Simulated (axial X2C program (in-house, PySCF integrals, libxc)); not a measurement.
## Excited states of SbTe⁻ by EOM-EE-CCSD

Calculated with an in-house all-electron X2C program for linear molecules (integrals from PySCF): two-component X2C with atomic mean-field Coulomb and Gaunt terms, Gaussian nuclei, basis Te dyall-acv3z, Sb dyall-acv3z with contracted cores.

R = 2.652 Å (near the PBE0 minimum at charge -1 of the determinant lowest at the starting distance; the state shown can have its own minimum elsewhere, which is not the closed-shell reference).

Vertical excitation energies from the closed-shell determinant state of SbTe⁻:

| Ω | excitation (eV) | cm⁻¹ | hole of the leading pair | particle of the leading pair | weight of the pair (for Ω = 0 its time-reversed partner can hold as much again) | singles weight |
| --- | --- | --- | --- | --- | --- | --- |
| 1 | 0.023 | 182 | 63% Sb pπ, 16% Te pπ, 9% Te dπ | 64% Sb pπ, 14% Te pπ, 10% Te dπ | 0.94 | 0.95 |
| 2 | 0.505 | 4069 | 57% Sb pπ, 20% Te pπ, 9% Te dπ | 63% Sb pπ, 14% Te pπ, 11% Te dπ | 0.93 | 0.94 |
| 0⁻ | 1.798 | 14502 | 70% Te pπ, 21% Sb pπ | 61% Sb pπ, 15% Te pπ, 14% Te dπ | 0.46 | 0.93 |
| 3 | 1.809 | 14594 | 70% Te pπ, 21% Sb pπ | 61% Sb pπ, 15% Te pπ, 14% Te dπ | 0.93 | 0.93 |

This point took 85 s on 1 thread of Arm Neoverse N1 (shared host).

Reference electrons by ω block (each with its −ω partner): 1/2: 33, 3/2: 15, 5/2: 4. 12 electrons of SbTe⁻ correlated (inner shells frozen), 88 natural virtual spinors (a truncated set); levels can be off by some tenths of an eV. Roots sought by Ω: (0: 5, 1: 4, 2: 3, 3: 1); rows need 60 % singles weight and stop where some Ω has no more roots. Missing are any skipped roots, higher Ω and states of a further excitation; these come out far too high here and may in truth be low or lowest. T1 of the reference 0.027 (Lee–Taylor). The highest Hartree–Fock level of the anion lies at -2.05 eV; relaxation, partly offset by correlation, puts the detachment threshold some tenths of an eV to over one eV lower in magnitude, and states above it are held by the basis set and are not bound. Number of frozen shells: Te 4 s, 3 p, 2 d; Sb 4 s, 3 p, 2 d. The closed-shell reference lies 0.16 eV above the lowest PBE0 determinant. Large amplitudes in the reference (orbital relaxation or multireference character) lower the reliability.
